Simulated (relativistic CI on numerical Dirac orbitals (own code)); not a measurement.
## One change at a time: Ge²⁹⁺

Base calculation: Dirac-Coulomb-Breit CI, orbitals from a KLI potential per configuration, a model potential for QED, unscaled Slater integrals.

CI space (outside the closed core 1s2): 2s, 2p, 3s, 3p, 3d, 4s, 4p, 4d, 4f, 5s, 5p, 5d, 5f, 5g. Levels of other configurations are missing.

Variants: (1) P86 correlation estimate; (2) QED terms removed. Shifts of the energy above 2s ²S1/2, in eV, for the lowest level and the first level of each name with at least 55 % of one term (blank where a level changes its place among those of its configuration and J or its character, or is not in the variant):

```tsv
Level	Base	Δ(1)	Δ(2)
2s ²S1/2	0.00	0.00	0.00
2p ²P°1/2	62.06	+0.05	+1.06
2p ²P°3/2	101.18	+0.05	+0.97
3s ²S1/2	1792.60	+0.08	+0.72
3p ²P°1/2	1809.83	+0.08	+1.03
3p ²P°3/2	1821.41	+0.08	+1.01
3d ²D3/2	1827.75	+0.08	+1.02
3d ²D5/2	1831.41	+0.08	+1.01
4s ²S1/2	2411.10	+0.31	+0.89
4p ²P°1/2	2418.19	+0.32	+1.02
4p ²P°3/2	2423.07	+0.32	+1.01
4d ²D3/2	2425.70	+0.36	+1.02
4d ²D5/2	2427.24	+0.36	+1.02
4f ²F°5/2	2427.38	+0.24	+1.02
4f ²F°7/2	2428.15	+0.24	+1.02
5s ²S1/2	2695.09	+0.46	+0.96
5p ²P°1/2	2698.68	+0.46	+1.02
5p ²P°3/2	2701.17	+0.46	+1.02
5d ²D3/2	2702.51	+0.46	+1.02
5d ²D5/2	2703.30	+0.46	+1.02
5f ²F°5/2	2703.38	+0.43	+1.02
5f ²F°7/2	2703.77	+0.43	+1.02
```

At this charge energies of transitions that change n are usually good to better than 1 %, and those within a shell (Δn = 0) to a few per cent.

Ionisation energy from the two ground configurations alone: base 3194.04 eV; P86 correlation estimate 3194.98 eV; QED terms removed 3195.06 eV. The NIST ASD value (theoretical) is 3194.29 eV.
